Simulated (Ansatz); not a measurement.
Compare A (`N=[C]([SiH3])[GeH3]`) with its isomer B (`[SiH3][CH]1[NH][GeH2]1`).

Calculated with Ansatz (gas phase, PBE0-D4/def2-TZVP geometries, no zero-point term in ΔE). CBS: MP2 limit from def2 TZ/QZ plus the TZ coupled-cluster correction, frozen cores. Functionals use def2-TZVPP. B3LYP here is the variant with VWN-RPA as its local correlation; programs differ in this. For Ge outer-core shells are correlated without core-valence functions, which leaves a few kJ/mol of doubt a bond. Scalar relativity is left out up to krypton. One conformer a species, not always the lowest.

A:

```xyz
11

N    -1.2075   -0.5239    1.2982
C    -0.4117   -0.1151    0.3923
Si   -0.8771    1.4811   -0.5141
Ge    1.2569   -1.0858   -0.0754
H    -0.8860   -1.3904    1.7421
H     0.2155    2.4719   -0.3156
H    -2.1653    2.0114   -0.0088
H    -0.9616    1.1894   -1.9711
H     1.3225   -2.3060    0.8622
H     1.2267   -1.5447   -1.5425
H     2.4876   -0.1879    0.1328
```

B:

```xyz
11

Si    1.508    0.786   -0.015
C     0.106   -0.351   -0.470
N    -1.194    0.336   -0.733
Ge   -1.294   -0.749    0.790
H     2.657   -0.020    0.483
H     1.960    1.594   -1.182
H     1.061    1.711    1.059
H     0.359   -1.197   -1.112
H    -1.661   -0.053   -1.545
H    -1.474    0.021    2.090
H    -2.028   -2.078    0.636
```

Which is lower in electronic energy at CCSD(T)/CBS, and by how much? (Estimate.)

Computed: A, by 5.5 kcal/mol.

Give E(B) − E(A) in kcal/mol with CCSD(T)/def2-TZVPP, HF/def2-TZVPP, r2SCAN-D4, B3LYP, B3LYP-D4, ωB97M-V, PBE-D4. (An estimate is asked.)

Ansatz gave: CCSD(T)/def2-TZVPP 7.6, HF/def2-TZVPP 15.0, r2SCAN-D4 5.9, B3LYP 10.3, B3LYP-D4 10.1, ωB97M-V 7.2, PBE-D4 6.2. None reverses the order clearly.

Largest T1 diagnostic: 0.013.

From PBE to PBE0 (25 % exact exchange), in def2-TZVPP and without D4, E(B) − E(A) moves by −1.0 kcal/mol. In def2-TZVPP, CCSD(T) changes the Hartree–Fock value by −7.4 kcal/mol (the triples alone add −0.6 kcal/mol) and MP2 by −11.3 kcal/mol.
